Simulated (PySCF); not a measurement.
Field gradients at the hydrogen positions

2,3-dimethylfuran, C6H8O.
Structure used (GFN2-xTB), in Å, numbered top down from 1:
```xyz
15
C6H8O angstrom
C     -1.527   -1.061    0.141
C     -0.118   -0.592    0.027
C      1.047   -1.409   -0.011
C      2.102   -0.562   -0.110
O      1.683    0.716   -0.134
C      0.332    0.697   -0.050
C     -0.391    1.999   -0.063
H     -1.737   -1.392    1.159
H     -1.699   -1.904   -0.526
H     -2.218   -0.262   -0.113
H      1.078   -2.479    0.027
H      3.159   -0.732   -0.167
H     -1.083    2.062    0.775
H      0.329    2.809    0.009
H     -0.960    2.117   -0.985
```

Level: PBE0/pcSseg-1 (PySCF, non-relativistic); Q(2H) = 0.00286 b; rigid geometry, the same for H and D, with no vibrational averaging.

Question: Rank these positions by the coupling χzz of a deuteron there, largest first.
A. H8 (methyl hydrogen)
B. H11 (aromatic hydrogen)
C. H12 (aromatic hydrogen)

Answer: B (236 kHz), C (231 kHz), A (208 kHz).

Q: What are Vzz, η and χzz (234.96 MHz × Q × Vzz) at all hydrogens?

A: 
```csv
atom,bonded to,bond length (Å),Vzz (au),η,χzz (kHz)
H8,C1,1.090,0.3103,0.01,208
H9,C1,1.088,0.3132,0.02,210
H10,C1,1.087,0.3159,0.03,212
H11,C3,1.071,0.3511,0.07,236
H12,C4,1.072,0.3437,0.11,231
H13,C7,1.088,0.3125,0.02,210
H14,C7,1.087,0.3141,0.03,211
H15,C7,1.090,0.3100,0.02,208
```

Q: How does χzz go with the bond length over the 8 C–H bonds?

A: A straight-line fit has a slope of -13.5 kHz for each 0.01 Å, with a correlation coefficient of -0.99, over lengths from 1.071 to 1.090 Å. The longer bonds have the smaller couplings here.

Q: A static deuteron (I = 1) shows a doublet split by (3/2)χ, (3/4)χ(1 + η) and (3/4)χ(1 − η) with the field along z, y and x of the gradient. What are these for H15?

A: With |χ| = 208.3 kHz and η = 0.019: 312, 159 and 153 kHz, to first order and without motion.

Isolated species at its GFN2-xTB geometry, gas phase. GFN2-xTB bond lengths can be off by several hundredths of an ångström, more for odd bonds, and the gradients follow them. These gradients aren't converged with respect to the basis.
